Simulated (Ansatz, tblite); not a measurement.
Cost and result up the ladder for [Cu(SiH3)2]- (CuSi2H6⁻) (9 atoms). Total charge -1; singlet. Geometry: PBE0-D4/def2-SVPD.

| atom | x (Å) | y (Å) | z (Å) |
| --- | --- | --- | --- |
| Cu1 | -0.007 | -0.006 | -0.016 |
| Si2 | -2.154 | -0.086 | 0.880 |
| H3 | -2.742 | 1.218 | 1.407 |
| H4 | -2.377 | -0.992 | 2.085 |
| H5 | -3.287 | -0.551 | -0.027 |
| Si6 | 2.151 | 0.083 | -0.888 |
| H7 | 2.370 | 0.900 | -2.155 |
| H8 | 2.805 | -1.233 | -1.293 |
| H9 | 3.240 | 0.666 | 0.006 |

Ansatz on 4 threads of Arm Neoverse V1 on a shared host; xTB runs through tblite on one thread. Times are rough, summed over both states, and most runs start from the orbitals of an earlier one. PBE0-D4/def2-TZVPD serves as the yardstick here, not as an exact answer. The other state is a doublet.

The xTB rows come from tblite.

Raw xTB energies of ions are shifted by several eV.

```
                          level  functions  wall time  vertical IE (eV)  difference from PBE0-D4/def2-TZVPD (eV)
                       GFN2-xTB         33    0.008 s              7.24                                     3.71
                       GFN1-xTB         39    0.012 s              8.82                                     5.28
PBE-D4/def2-TZVPD (with forces)        188      6.6 s              3.44                                    -0.09
             PBE0-D4/def2-TZVPD        188      9.9 s              3.53                                     0.00
           r2SCAN-D4/def2-TZVPD        188       14 s              3.46                                    -0.07
```
